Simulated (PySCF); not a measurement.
B(Cl)(OMe)(SH) (CH₄BClOS), SMILES COB(S)Cl. The structure is a stationary point at PBE0-D3(BJ)/def2-SVP. The structure was generated by enumeration, and PubChem lists no compound with its InChIKey, so it may never have been made. Other conformers were not sampled.

Computed equilibrium geometry at PBE0-D3(BJ)/def2-SVP (PySCF confirms it by a frequency run) as a Z-matrix, and its point group (one conformer of several):
point group Cs.
```
O
B 1 1.3399
C 1 1.4076 2 122.99
H 3 1.0979 1 108.10 2 180.00
H 3 1.1027 4 108.88 1 -120.87
H 3 1.1027 4 108.88 5 -118.25
Cl 2 1.7665 1 117.59 3 180.00
S 2 1.8184 1 121.04 3 0.00
H 8 1.3476 2 95.75 1 180.00
```
